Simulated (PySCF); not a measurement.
**Electron correlation in Si⁺ (silicon, charge +1)**

[Ne] 3s2 3p1, 2P determinant. Calculation: PySCF 2.14, in aug-cc-pCVTZ-DK (8s7p5d3f, 75 functions); the spin-free X2C one-electron Hamiltonian (Gaussian nucleus). Frozen: 1s2; 11 electrons correlated.

```json
{"level": "CCSD", "correlation energy (mhartree)": "-345.63"}
{"level": "(T)", "correlation energy (mhartree)": "-4.00"}
{"level": "CCSD(T)", "correlation energy (mhartree)": "-349.63"}
```

Diagnostics: T1 = 0.0089, D1 = 0.0353, largest double amplitude 0.097.

Cost of the coupled-cluster step: of the order of 27 core-seconds, for 11 correlated electrons.
